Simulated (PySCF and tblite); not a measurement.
Results of a calculation; reference values are marked as such.
System: C₄H₂BrN₃, numbered as in [N:1]#[C:2][c:3]1[nH:4][n:5][cH:6][c:7]1[Br:8].

For the shift of H on N4 from N4 to N5: electronic barrier 52.32 kcal/mol, zero-point change -4.18 kcal/mol, thermal and entropy terms at 250 K a further 0.01 kcal/mol (symmetry numbers apart). The minimum is Cs, the saddle C1. Geometries: PBE0-D3(BJ)/def2-SVP; energies: PBE0/pcSseg-1 + D3(BJ); zero-point and thermal terms from GFN2-xTB harmonic modes (soft modes blended into free rotors). Rate constants are transition-state-theory values, counting equivalent paths, without tunnelling. Run with tblite and PySCF.

Problem. How many equivalent paths lead out of the minimum?

Solution. 2: the symmetry number of the minimum is 1, that of the saddle displaced along its mode 1, and the displaced saddle is chiral while the minimum is not, which doubles the count.

Problem. Work out the rate at 250 K.

Solution. ΔG‡ = 48.15 kcal/mol; k_B T/h = 5.2×10¹² s⁻¹; exp(−ΔG‡/RT) = 8.1×10⁻⁴³; times 2 gives k = 8.5×10⁻³⁰ s⁻¹.

Tunnelling of the moving H, left out here, will speed the real process. In real samples such hydrogens mostly exchange between molecules or through solvent, far faster than by this path. Spin–orbit effects of heavy atoms on shieldings are missing.
